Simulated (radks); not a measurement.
Problem. Neutral tantalum: order these configurations by energy. All-electron calculation, scalar-relativistic Kohn-Sham, LDA (Slater exchange, Perdew-Wang correlation), spin-polarised, spherical densities, finite nucleus; Fermi nuclear charge, rms radius of each element as measured or else 0.836 A^(1/3) + 0.57 fm. Program: a radial shooting solver on a logarithmic mesh with Libxc functionals. Open shells are filled with parallel spins first. [Xe] 4f14 5d2 6s2 6p1; [Xe] 4f14 5d3 6s1 6p1; [Xe] 4f14 5d3 6s2; [Xe] 4f14 5d4 6s1.

Solution. From the lowest, in eV above it: [Xe] 4f14 5d3 6s2 0.000; [Xe] 4f14 5d4 6s1 0.455; [Xe] 4f14 5d3 6s1 6p1 2.898; [Xe] 4f14 5d2 6s2 6p1 3.389.
